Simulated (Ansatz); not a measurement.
`CC(F)(F)C(F)CF` + HI → `FCC(F)I` + `CC(F)F` at 298.15 K and 1 bar (substitution at a C–C bond).

Isolated molecules relaxed with PBE0-D4/def2-TZVP in Ansatz; ΔE leaves out vibrations. CBS: MP2 limit from def2 TZ/QZ plus the TZ coupled-cluster correction, frozen cores. Elements past krypton have def2 core potentials. For I outer-core shells are correlated without core-valence functions, which leaves a few kJ/mol of doubt a bond. One conformer a species, not always the lowest.

```
         species  CCSD(T)/CBS energy (Eh)  H − E (kJ/mol)  S (J/(mol·K))
`CC(F)(F)C(F)CF`               -554.98613           291.8          375.2
              HI               -298.03592            22.7          206.5
       `FCC(F)I`               -574.91548           150.7          332.7
        `CC(F)F`               -278.09861           172.9          281.1
```

H − E and S are ideal-gas, rigid-rotor, harmonic terms from PBE0-D4/def2-TZVP, for one conformer and one mirror image of each species. 1 Eh = 2625.50 kJ/mol, R = 8.31446 J/(mol·K).

**Question.** By hand: ΔE, ΔH, ΔS and ΔG.

**Answer.** ΔE = (-574.91548) + (-278.09861) − (-554.98613) − (-298.03592) = 0.00796 Eh = 20.9 kJ/mol. Δ(H − E) = 150.7 + 172.9 − 291.8 − 22.7 = 9.1, so ΔH = 30.0 kJ/mol. ΔS = 332.7 + 281.1 − 375.2 − 206.5 = 32.1 J/(mol·K). ΔG = 30.0 − 298.15 × (32.1)/1000 = 20.4 kJ/mol.

**Question.** By hand: the equilibrium constant, and the temperature at which ΔG would vanish if ΔH and ΔS stayed fixed.

**Answer.** log₁₀ K = −ΔG/(RT ln 10) = -3.6. ΔG = 0 at ΔH/ΔS = 935 K.

ΔH outweighs TΔS. A doubt of 5 kJ/mol in ΔE shifts log₁₀ K by 0.9 here. Other conformers and mirror images would add mixing entropy, several J/(mol·K) or more a flexible species. These are equilibria of isolated gas molecules and say nothing of rates. Largest T1 diagnostic: 0.011 (customary marks: 0.02 for closed shells, 0.045 for open ones).
